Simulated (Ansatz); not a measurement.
Cl4Cu2, SMILES [Cl][Cu]1<-[Cl][Cu]([Cl])<-[Cl]1 (connectivity only; charge and spin as stated), neutral, multiplicity 3. Atoms are numbered in the order given.

```xyz
6

Cu     0.0000     1.5809    -0.0017
Cu     0.0000    -1.5809    -0.0017
Cl    -1.6469     0.0000    -0.0015
Cl     1.6469     0.0000    -0.0015
Cl     0.0000     3.6972    -0.0011
Cl     0.0000    -3.6972    -0.0011
```
Charge 0, spin multiplicity 3.

Geometry optimised at B3LYP-D3(BJ)/def2-SVP. The multiplicity is an assumed one; other spin states were not compared. One conformer was computed; it need not be the lowest.

Two levels are set side by side: PBE-D3(BJ)/def2-SVP (Ansatz, an electronic-structure program) and B3LYP-D3(BJ)/def2-SVP (Ansatz). Each level has its own optimised geometry; the coordinates shown are those of the second. Differences are taken from unrounded values.

| quantity | B3LYP-D3(BJ) | PBE-D3(BJ) | PBE-D3(BJ) minus B3LYP-D3(BJ) |
|---|---|---|---|
| mean bond length (Å) | 2.361 | 2.358 | -0.003 |
| bond Cu1–Cu2 (Å) | 3.162 | 3.162 | 0.000 |
| bond Cu1–Cl3 (Å) | 2.283 | 2.276 | -0.007 |
| bond Cu1–Cl4 (Å) | 2.283 | 2.276 | -0.007 |
| bond Cu1–Cl5 (Å) | 2.116 | 2.120 | 0.003 |
| bond Cu2–Cl3 (Å) | 2.283 | 2.276 | -0.007 |
| bond Cu2–Cl4 (Å) | 2.283 | 2.276 | -0.007 |
| bond Cu2–Cl6 (Å) | 2.116 | 2.120 | 0.003 |

Here PBE gives about what the other level gives.
